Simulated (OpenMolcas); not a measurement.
Re4+ with its 6 nearest fluoride ions, on the Ge site of Cs2GeF6 (a = 9.021 Å, distance in the model lattice 1.804 Å). The rest of the host is ab initio model potentials to 7.6 Å and point charges beyond; the distance is set by hand and nothing relaxes. Ligand basis ANO-RCC-VDZP.

```json
{"Program": "OpenMolcas 26.06", "Method": "SS-CASPT2, IPEA 0.25 Eh, imaginary shift 0.1 Eh (closed shells correlated: 5s 5p and the ligand valence shells)", "Basis": "ANO-RCC-VTZP [8s7p5d3f2g1h]", "Scalar Hamiltonian": "DKH2, point nucleus", "Active space": "3 electrons in 5 orbitals (5d)", "State averaging": "2S+1 = 4 even, 10 roots; 2S+1 = 2 even, 40 roots", "Spin-orbit coupling": "RASSI with atomic mean-field integrals over the reference wave functions"}
```

All ligands move together. At R = 1.804 Å the first state of the same spin is 49720 cm-1, and at R = 1.892 Å it is 41490 cm-1.

Q: A third run gives 37750 cm-1. What distance was it run at?

A: With a power law R^-n the two known points give n = -ln(41490 / 49720) / ln(1.892 / 1.804) = 3.80. Then R = 1.804 × (49720 / 37750)^(1/3.80) = 1.940 Å. The run was at 1.94 Å, so the estimate is off by 0 Å.

Roots that are degenerate in the reference are averaged as groups; the widest CASPT2 spread within a group is 440 cm-1 (the 3-fold group of multiplicity 2 near 107000 cm-1 above the lowest state of its run, R = 1.892). Shifts and gaps below about the spread of the groups concerned are not significant. Over all roots computed the reference weight is 0.71 to 0.73 in R = 1.804, 0.71 to 0.72 in R = 1.892, 0.71 to 0.72 in R = 1.94; a low but even weight reflects the number of correlated electrons. Ligand-to-metal charge-transfer states are missing. With no ligand orbital active B as a rule stays too high, so bands that hang on it stand too high and its fall with covalency is understated. With one d shell and no ligand orbital active, 10Dq can be off by a tenth or more. The least metal-like active orbital is 72 % on the metal (Löwdin) and no ligand orbital is active, so the numbers are rough (holds for R = 1.804). The least metal-like active orbital is 75 % on the metal (Löwdin) and no ligand orbital is active, so the numbers are rough (holds for R = 1.892). The least metal-like active orbital is 76 % on the metal (Löwdin) and no ligand orbital is active, so the numbers are rough (holds for R = 1.94). No measured value stands beside these numbers; the geometry was set by hand and not optimised.
